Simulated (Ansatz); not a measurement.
`CC1B[Te]1`. Total charge 0; spin multiplicity 1. Te takes the def2 core potential.

```xyz
9

C     0.506    0.172   -1.021
C    -0.050   -0.493    0.209
B    -0.413    0.251    1.482
Te   -2.254   -0.257    0.624
H     0.221   -0.354   -1.934
H     0.172    1.208   -1.104
H     1.601    0.174   -0.963
H     0.201   -1.549    0.294
H     0.015    0.848    2.411
```

Problem. List the harmonic frequencies (cm⁻¹, unscaled) at PBE0-D4/def2-TZVP in Ansatz. (Estimate.)

Solution. Computed: 196, 208, 316, 424, 587, 644, 815, 887, 905, 1011, 1038, 1170, 1329, 1394, 1470, 1489, 2728, 3031, 3104, 3129, 3146.

Problem. Is this a minimum?

Solution. Yes, all 21 modes are real.

Problem. Give the ideal-gas thermochemistry at 298.15 K and 1 bar (rigid rotor, harmonic oscillator; point group C1, symmetry number 1).

Solution. Zero-point energy 173.6 kJ/mol; H(298) − E = 189.8 kJ/mol; entropy 315.5 J/(mol·K), of which translation 172.7, rotation 109.1, vibration 33.7; G(298) − E = 95.8 kJ/mol.
